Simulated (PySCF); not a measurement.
GeSb and its ions

r²SCAN; basis Ge def2-SVP, Sb def2-SVP with ECP28; scalar-relativistic core potentials; PySCF 2.14. Neutral (UKS): doublet (π ↑), Re = 2.453 Å, ωe = 285 cm⁻¹, De = 2.65 eV, HOMO -5.38 eV, LUMO -4.85 eV.

GeSb⁺ (UKS): triplet (π ↑↑), Re = 2.607 Å, ωe = 237 cm⁻¹, De = 2.83 eV to Ge⁺ + Sb. The energies at the minima are -2317.05025 hartree for GeSb and -2316.76000 for GeSb⁺.

Question: Work out the adiabatic ionisation energy, without and with harmonic zero-point energies (1 hartree = 27.2114 eV, 1 eV = 8065.5 cm⁻¹), and the change of the bond length.

Answer: At r²SCAN: 0.29025 hartree = 7.898 eV between the minima; the zero-point term (237.0 − 285.0)/2 cm⁻¹ = -0.003 eV makes it 7.895 eV. Re changes by +15.4 pm against the neutral. The electron leaves a π orbital, and the longer bond of the ion fits a bonding orbital, or a change in how ionic the bond is.

These are scalar-relativistic numbers at best; spin–orbit coupling would shift them, the dissociation energy most. For an ion De counts to the pair picked by the measured ionisation energies or electron affinities, which need not be the lowest pair at this level. States were picked by a PBE0 search and need not be the measured ground states.
